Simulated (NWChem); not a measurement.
System: KOH; SMILES [OH][K]

The following NWChem deck was run.

```
start job
memory heap 200 mb stack 700 mb global 900 mb
geometry units angstroms noautosym nocenter noautoz
  K     -0.106184    -0.819317     0.000000
  O      0.219907     1.387245     0.000000
  H      0.360833     2.341621     0.000000
end
basis spherical
  * library 6-31+g*
end
dft
  xc xwpbe 0.80 cpbe96 1.0 hfexch 1.00
  cam 0.2 cam_alpha 0.2 cam_beta 0.8
  iterations 150
end
tddft
  cis
  nroots 8
  notriplet
end
task tddft energy
```

NWChem printed, in part:

```
             Northwest Computational Chemistry Package (NWChem) 7.3.0
             --------------------------------------------------------

                             Geometry "geometry" -> ""
                             -------------------------

 Output coordinates in angstroms (scale by  1.889725989 to convert to a.u.)

  No.       Tag          Charge          X              Y              Z
 ---- ---------------- ---------- -------------- -------------- --------------
    1 K                   19.0000    -0.10618400    -0.81931700     0.00000000
    2 O                    8.0000     0.21990700     1.38724500     0.00000000
    3 H                    1.0000     0.36083300     2.34162100     0.00000000

 Effective nuclear repulsion energy (a.u.)      43.5958294723

  pbe96 is a nonlocal functional; adding pw91lda local functional.

                                 NWChem DFT Module
                                 -----------------

 Summary of "ao basis" -> "ao basis" (spherical)
 ------------------------------------------------------------------------------
       Tag                 Description            Shells   Functions and Types
 ---------------- ------------------------------  ------  ---------------------
 K                          6-31+g*                 12       26   6s5p1d
 O                          6-31+g*                  8       18   4s3p1d
 H                          6-31+g*                  2        2   2s

            General Information
            -------------------
          SCF calculation type: DFT
          Wavefunction type:  closed shell.
          No. of atoms     :     3
          No. of electrons :    28
           Alpha electrons :    14
            Beta electrons :    14
          Charge           :     0
          Spin multiplicity:     1
          Use of symmetry is: off; symmetry adaption is: off
          Maximum number of iterations: 150
          AO basis - number of functions:    46
                     number of shells:    22
          Convergence on energy requested:  1.00D-06
          Convergence on density requested:  1.00D-05
          Convergence on gradient requested:  5.00D-04

              XC Information
              --------------
                     Hartree-Fock (Exact) Exchange  1.000
                     LC-wPBE(h)Exchange Functional  0.800
            Perdew 1991 LDA Correlation Functional  1.000 local
           PerdewBurkeErnz. Correlation Functional  1.000 non-local

           Range-Separation Parameters
           ---------------------------
           Alpha           :  0.20
           Beta            :  0.80
           Gamma           :  0.20
           Short-Range HF  :     F

             Grid Information
             ----------------
          Grid used for XC integration:  medium
          Radial quadrature: Mura-Knowles
          Angular quadrature: Lebedev.
          Tag              B.-S. Rad. Rad. Pts. Rad. Cut. Ang. Pts.
          ---              ---------- --------- --------- ---------
          K                   2.20      112          23.0       590
          O                   0.60       49          12.0       434
          H                   0.35       45          12.0       434
          Grid pruning is: on
          Number of quadrature shells:   206
          Spatial weights used:  Erf1

      Superposition of Atomic Density Guess
      -------------------------------------

 Sum of atomic energies:        -674.37394441

      Non-variational initial energy
      ------------------------------

 Total energy =    -674.255225
 1-e energy   =   -1013.778874
 2-e energy   =     295.927820
 HOMO         =      -0.473651
 LUMO         =      -0.053082

   convergence    iter        energy       DeltaE   RMS-Dens  Diis-err
 ---------------- ----- ----------------- --------- --------- ---------
 d= 0,ls=0.0,diis     1   -675.3527728711 -7.19D+02  2.90D-02  1.11D+00
 d= 0,ls=0.0,diis     2   -675.1669699735  1.86D-01  1.64D-02  3.08D+00
 d= 0,ls=0.0,diis     3   -675.4826069090 -3.16D-01  1.42D-03  3.13D-03
 d= 0,ls=0.0,diis     4   -675.4832124413 -6.06D-04  3.51D-04  2.32D-04
 d= 0,ls=0.0,diis     5   -675.4832522908 -3.98D-05  1.36D-04  1.83D-05
  Resetting Diis
 d= 0,ls=0.0,diis     6   -675.4832570571 -4.77D-06  2.07D-05  1.30D-07
 d= 0,ls=0.0,diis     7   -675.4832571762 -1.19D-07  4.63D-06  1.47D-08

         Total DFT energy =     -675.483257176196
      One electron energy =    -1017.341474628450
           Coulomb energy =      340.527622087999
    Exchange-Corr. energy =      -42.265234108086
 Nuclear repulsion energy =       43.595829472341

 Numeric. integr. density =       28.000007343729

                       DFT Final Molecular Orbital Analysis
                       ------------------------------------

 Vector   12  Occ=2.000000D+00  E=-3.879043D-01
              MO Center=  2.2D-01,  1.4D+00,  9.2D-11, r^2= 1.0D+00
   Bfn.  Coefficient  Atom+Function         Bfn.  Coefficient  Atom+Function
  ----- ------------  ---------------      ----- ------------  ---------------
    30      0.504303  2 O  py                34      0.292783  2 O  py
    45      0.267913  3 H  s                 32     -0.243620  2 O  s
     8      0.225012  1 K  py                28     -0.156419  2 O  s
    46      0.151044  3 H  s                  6     -0.133125  1 K  s
    38      0.090973  2 O  py                36     -0.082289  2 O  s

 Vector   13  Occ=2.000000D+00  E=-2.421129D-01
              MO Center=  2.2D-01,  1.4D+00, -1.9D-09, r^2= 9.5D-01
   Bfn.  Coefficient  Atom+Function         Bfn.  Coefficient  Atom+Function
  ----- ------------  ---------------      ----- ------------  ---------------
    29      0.593060  2 O  px                33      0.408792  2 O  px
    37      0.199561  2 O  px                30     -0.087575  2 O  py
     7     -0.070268  1 K  px                34     -0.060366  2 O  py
    22      0.042889  1 K  d -2              38     -0.029475  2 O  py

 Vector   14  Occ=2.000000D+00  E=-2.421129D-01
              MO Center=  2.2D-01,  1.4D+00,  6.0D-10, r^2= 9.5D-01
   Bfn.  Coefficient  Atom+Function         Bfn.  Coefficient  Atom+Function
  ----- ------------  ---------------      ----- ------------  ---------------
    31      0.599491  2 O  pz                35      0.413225  2 O  pz
    39      0.201726  2 O  pz                 9     -0.071034  1 K  pz
    23      0.044325  1 K  d -1

[...]

                                NWChem TDDFT Module
                                -------------------

            General Information
            -------------------
           No. of orbitals :      92
            Alpha orbitals :      46
             Beta orbitals :      46
        Alpha frozen cores :       0
         Beta frozen cores :       0
     Alpha frozen virtuals :       0
      Beta frozen virtuals :       0
         Spin multiplicity :       1
    Number of AO functions :      46
        Use of symmetry is : off
      Symmetry adaption is : off
         Schwarz screening :  0.10D-07

              XC Information
              --------------
              Hartree-Fock (Exact) Exchange   1.00
              LC-wPBE(h)Exchange Functional   0.80
     Perdew 1991 LDA Correlation Functional   1.00 local
    PerdewBurkeErnz. Correlation Functional   1.00 non-local
           Alpha           :  0.20
           Beta            :  0.80
           Gamma           :  0.20

             TDDFT Information
             -----------------
          Calculation type : Tamm-Dancoff TDDFT
         Wavefunction type : Restricted singlets
          No. of electrons :      28
           Alpha electrons :      14
            Beta electrons :      14
              No. of roots :       8
          Max subspacesize :    5600
            Max iterations :     100
               Target root :       1
           Target symmetry : none
      Symmetry restriction : off
                 Algorithm : Optimal
        Davidson threshold :  0.10D-03

    8 smallest eigenvalue differences (eV)
--------------------------------------------------------
  No. Spin  Occ  Vir  Irrep   E(Occ)    E(Vir)   E(Diff)
--------------------------------------------------------
    1    1   14   15 a        -0.242    -0.010     6.314
    2    1   13   15 a        -0.242    -0.010     6.314
    3    1   14   16 a        -0.242     0.010     6.858
    4    1   14   17 a        -0.242     0.010     6.858
    5    1   13   16 a        -0.242     0.010     6.858
    6    1   13   17 a        -0.242     0.010     6.858
    7    1   14   18 a        -0.242     0.012     6.917
    8    1   13   18 a        -0.242     0.012     6.917
--------------------------------------------------------

  Entering Davidson iterations
  Restricted singlet excited states

  Iter   NTrls   NConv    DeltaV     DeltaE      Time
  ----  ------  ------  ---------  ---------  ---------
    1      8       0     0.31E-01   0.10+100        5.2
    2     16       0     0.74E-01   0.23E-01        5.0
    3     24       0     0.17E-01   0.19E-01        4.8
    4     32       0     0.65E-02   0.19E-02        5.0
    5     40       5     0.10E-02   0.53E-04        5.1
    6     43       5     0.27E-03   0.12E-05        3.7
    7     46       8     0.76E-04   0.79E-07        3.5
  ----  ------  ------  ---------  ---------  ---------
  Convergence criterion met

  Ground state a        -675.483257176196 a.u.

  ----------------------------------------------------------------------------
  Root   1 singlet a              0.115659795 a.u.                3.1473 eV
  ----------------------------------------------------------------------------
     Transition Moments    X -0.00537   Y  0.00079   Z  0.45866
     Dipole Oscillator Strength                    0.0162228704
     Electric Quadrupole                           0.0000000019
     Magnetic Dipole                               0.0000000901
     Total Oscillator Strength                     0.0162229623

     Occ.   14  a   ---  Virt.   15  a       -0.82538
     Occ.   14  a   ---  Virt.   18  a       -0.42851
     Occ.   14  a   ---  Virt.   19  a       -0.11380
     Occ.   14  a   ---  Virt.   22  a       -0.31506
     Occ.   14  a   ---  Virt.   23  a        0.05714
     Occ.   14  a   ---  Virt.   26  a       -0.13621
  ----------------------------------------------------------------------------
  Root   2 singlet a              0.115659795 a.u.                3.1473 eV
  ----------------------------------------------------------------------------
     Transition Moments    X -0.45374   Y  0.06695   Z -0.00543
     Dipole Oscillator Strength                    0.0162228693
     Electric Quadrupole                           0.0000000019
     Magnetic Dipole                               0.0000000901
     Total Oscillator Strength                     0.0162229613

     Occ.   13  a   ---  Virt.   15  a        0.82538
     Occ.   13  a   ---  Virt.   18  a        0.42851
     Occ.   13  a   ---  Virt.   19  a        0.11380
     Occ.   13  a   ---  Virt.   22  a        0.31506
     Occ.   13  a   ---  Virt.   23  a       -0.05714
     Occ.   13  a   ---  Virt.   26  a        0.13621
  ----------------------------------------------------------------------------
  Root   3 singlet a              0.160148744 a.u.                4.3579 eV
  ----------------------------------------------------------------------------
     Transition Moments    X  0.00007   Y -0.00001   Z -0.00000
     Dipole Oscillator Strength                    0.0000000006
     Electric Quadrupole                           0.0000000339
     Magnetic Dipole                               0.0000000000
     Total Oscillator Strength                     0.0000000345

     Occ.   13  a   ---  Virt.   17  a        0.41152
     Occ.   13  a   ---  Virt.   21  a        0.55433
     Occ.   13  a   ---  Virt.   24  a        0.14361
     Occ.   13  a   ---  Virt.   29  a        0.05169
     Occ.   14  a   ---  Virt.   16  a       -0.41152
     Occ.   14  a   ---  Virt.   20  a       -0.55433
     Occ.   14  a   ---  Virt.   25  a       -0.14361
     Occ.   14  a   ---  Virt.   28  a       -0.05169
  ----------------------------------------------------------------------------
  Root   4 singlet a              0.160148802 a.u.                4.3579 eV
  ----------------------------------------------------------------------------
     Transition Moments    X  0.00000   Y -0.00000   Z  0.00007
     Dipole Oscillator Strength                    0.0000000006
     Electric Quadrupole                           0.0000000339
     Magnetic Dipole                               0.0000000000
     Total Oscillator Strength                     0.0000000345

     Occ.   13  a   ---  Virt.   16  a        0.41152
     Occ.   13  a   ---  Virt.   20  a        0.55433
     Occ.   13  a   ---  Virt.   25  a        0.14361
     Occ.   13  a   ---  Virt.   28  a        0.05169
     Occ.   14  a   ---  Virt.   17  a        0.41152
     Occ.   14  a   ---  Virt.   21  a        0.55433
     Occ.   14  a   ---  Virt.   24  a        0.14361
     Occ.   14  a   ---  Virt.   29  a        0.05169
  ----------------------------------------------------------------------------
  Root   5 singlet a              0.160224415 a.u.                4.3599 eV
  ----------------------------------------------------------------------------
     Transition Moments    X -0.00000   Y  0.00000   Z -0.00004
     Dipole Oscillator Strength                    0.0000000001
     Electric Quadrupole                           0.0000000000
     Magnetic Dipole                               0.0000000000
     Total Oscillator Strength                     0.0000000001

     Occ.   13  a   ---  Virt.   16  a        0.41053
     Occ.   13  a   ---  Virt.   20  a        0.55437
     Occ.   13  a   ---  Virt.   25  a        0.14368
     Occ.   13  a   ---  Virt.   28  a        0.05854
     Occ.   14  a   ---  Virt.   17  a       -0.41053
     Occ.   14  a   ---  Virt.   21  a       -0.55437
     Occ.   14  a   ---  Virt.   24  a       -0.14368
     Occ.   14  a   ---  Virt.   29  a       -0.05854
  ----------------------------------------------------------------------------
  Root   6 singlet a              0.163790138 a.u.                4.4570 eV
  ----------------------------------------------------------------------------
     Transition Moments    X  0.00202   Y -0.00030   Z -0.55222
     Dipole Oscillator Strength                    0.0332991838
     Electric Quadrupole                           0.0000000804
     Magnetic Dipole                               0.0000001023
     Total Oscillator Strength                     0.0332993665

     Occ.   14  a   ---  Virt.   15  a       -0.24935
     Occ.   14  a   ---  Virt.   18  a        0.15697
     Occ.   14  a   ---  Virt.   19  a       -0.60329
     Occ.   14  a   ---  Virt.   22  a        0.68471
     Occ.   14  a   ---  Virt.   23  a        0.25148
     Occ.   14  a   ---  Virt.   27  a        0.12826
  ----------------------------------------------------------------------------
  Root   7 singlet a              0.163790138 a.u.                4.4570 eV
  ----------------------------------------------------------------------------
     Transition Moments    X  0.54630   Y -0.08069   Z  0.00204
     Dipole Oscillator Strength                    0.0332991829
     Electric Quadrupole                           0.0000000804
     Magnetic Dipole                               0.0000001023
     Total Oscillator Strength                     0.0332993657

[...]
```

Level: LRC-wPBEh/6-31+G* (spherical d), TDA. Geometry: optimised at B3LYP/6-31G* (spherical d).
